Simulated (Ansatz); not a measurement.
Program: Ansatz. Geometries: PBE0-D4/def2-TZVP. ΔE: electronic, gas phase. CCSD(T)/CBS is the MP2 limit (def2-TZVPP, def2-QZVPP) plus CCSD(T) − MP2 in def2-TZVPP, frozen cores. DFT in def2-TZVPP. B3LYP here is the variant with VWN-RPA as its local correlation; programs differ in this. For Ga outer-core shells are correlated without core-valence functions, which leaves a few kJ/mol of doubt a bond. Scalar relativity is left out up to krypton. One conformer a species, not always the lowest.

Reaction (cleavage of the Si–Si bond): `[SiH3][SiH2][CH2][GaH2]` + `CC#CS` → `CC#CS[SiH3]` + `[SiH3][CH2][GaH2]`

`[SiH3][SiH2][CH2][GaH2]`:

```xyz
13

Si   -2.132    1.341    0.299
Si   -0.524   -0.154   -0.515
C     1.058   -0.126    0.489
Ga    2.364   -1.412   -0.225
H    -2.473    1.004    1.709
H    -3.379    1.297   -0.513
H    -1.597    2.730    0.270
H    -0.229    0.184   -1.939
H    -1.104   -1.529   -0.515
H     0.815   -0.375    1.526
H     1.471    0.887    0.457
H     3.364   -0.957   -1.347
H     2.364   -2.890    0.305
```

`CC#CS`:

```xyz
8

C    -0.861   -0.912   -0.803
C     0.000   -0.125    0.056
C     0.713    0.538    0.766
S     1.722    1.341    1.844
H    -1.252   -1.776   -0.260
H    -0.327   -1.280   -1.682
H    -1.716   -0.322   -1.144
H     1.721    2.536    1.223
```

`CC#CS[SiH3]`:

```xyz
11

C     1.971    1.120    1.118
C     1.080    0.069    0.670
C     0.338   -0.806    0.298
S    -0.668   -2.061   -0.200
Si   -2.094   -0.824   -1.227
H     2.017    1.161    2.209
H     1.627    2.094    0.761
H     2.985    0.964    0.741
H    -2.715    0.132   -0.279
H    -1.430   -0.086   -2.327
H    -3.110   -1.763   -1.764
```

`[SiH3][CH2][GaH2]`:

```xyz
10

Si   -1.362   -0.338    0.323
C     0.046    0.213   -0.773
Ga    1.770    0.282    0.173
H    -2.658   -0.386   -0.408
H    -1.519    0.592    1.476
H    -1.094   -1.696    0.872
H    -0.194    1.207   -1.162
H     0.119   -0.485   -1.612
H     2.689   -0.991    0.207
H     2.204    1.602    0.904
```

(1) Is it downhill or uphill in electronic energy at CCSD(T)/CBS, and by how much? (Best estimate.)

(2) What do these levels give: ωB97X-V, ωB97M-V, PBE, B3LYP, SCS-MP2/def2-TZVPP, HF/def2-QZVPP? (An estimate is asked.)

Largest T1 diagnostic among the species: 0.013.

Results:

(1) Ansatz gave: Downhill: ΔE = -57.3 kJ/mol.

(2) The calculation gave: ωB97X-V -55.0, ωB97M-V -59.8, PBE -44.9, B3LYP -54.2, SCS-MP2/def2-TZVPP -65.5, HF/def2-QZVPP -65.9 kJ/mol.

From PBE to PBE0 (25 % exact exchange), in def2-TZVPP and without D4, ΔE moves by −4.0 kJ/mol.
